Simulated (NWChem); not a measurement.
System meant: CH$_{3}$FNiO, triplet; SMILES C[O][Ni][F]

Here is an NWChem input.

```
start job
memory heap 200 mb stack 900 mb global 1100 mb
geometry units angstroms noautoz
  Ni    -0.049367     0.520738    -0.005948
  F     -0.094956     2.234479    -0.002377
  O      0.004670    -1.155943    -0.007972
  C      0.175246    -2.518447    -0.008457
  H      1.235077    -2.792097     0.152760
  H     -0.419810    -2.996111     0.792389
  H     -0.142756    -2.961295    -0.970968
end
basis spherical
  Ni library def2-svp
  F library def2-svp
  O library def2-svp
  C library def2-svp
  H library def2-svp
end
dft
  odft
  mult 4
  xc b3lyp
  iterations 150
  mulliken
end
task dft energy
```

End of the output:

```
 Summary of "ao basis" -> "" (spherical)
 ------------------------------------------------------------------------------
       Tag                 Description            Shells   Functions and Types
 ---------------- ------------------------------  ------  ---------------------
 Ni                         def2-svp                11       31   5s3p2d1f
 F                          def2-svp                 6       14   3s2p1d
 O                          def2-svp                 6       14   3s2p1d
 C                          def2-svp                 6       14   3s2p1d
 H                          def2-svp                 3        5   2s1p

                                 NWChem DFT Module
                                 -----------------

 Summary of "ao basis" -> "ao basis" (spherical)
 ------------------------------------------------------------------------------
       Tag                 Description            Shells   Functions and Types
 ---------------- ------------------------------  ------  ---------------------
 Ni                         def2-svp                11       31   5s3p2d1f
 F                          def2-svp                 6       14   3s2p1d
 O                          def2-svp                 6       14   3s2p1d
 C                          def2-svp                 6       14   3s2p1d
 H                          def2-svp                 3        5   2s1p

  number of electrons :                   54
  multiplicity        :                    4
 ------------------------------------------------------------------------
  no. of electrons and multiplicity not compatible                  54
 ------------------------------------------------------------------------
 ------------------------------------------------------------------------
  current input line :
    26: task dft energy
 ------------------------------------------------------------------------
 ------------------------------------------------------------------------
 There is an error in the input file
 ------------------------------------------------------------------------
 For more information see the NWChem manual at https://nwchemgit.github.io

0: no. of electrons and multiplicity not compatible:Received an Error in Communication
```

Q: Find the fault in this run and fix the input.

A: The input was rejected before any calculation. Cause: the multiplicity doesn't fit the number of electrons (an even count wants an odd multiplicity, and the reverse). This input runs:
```
start job
memory heap 200 mb stack 900 mb global 1100 mb
geometry units angstroms noautoz
  Ni    -0.049367     0.520738    -0.005948
  F     -0.094956     2.234479    -0.002377
  O      0.004670    -1.155943    -0.007972
  C      0.175246    -2.518447    -0.008457
  H      1.235077    -2.792097     0.152760
  H     -0.419810    -2.996111     0.792389
  H     -0.142756    -2.961295    -0.970968
end
basis spherical
  * library def2-svp
end
dft
  odft
  mult 3
  xc b3lyp
  iterations 150
  mulliken
end
task dft energy
```
It converges to -1722.99089 Ha (B3LYP/def2-SVP, spin-unrestricted).
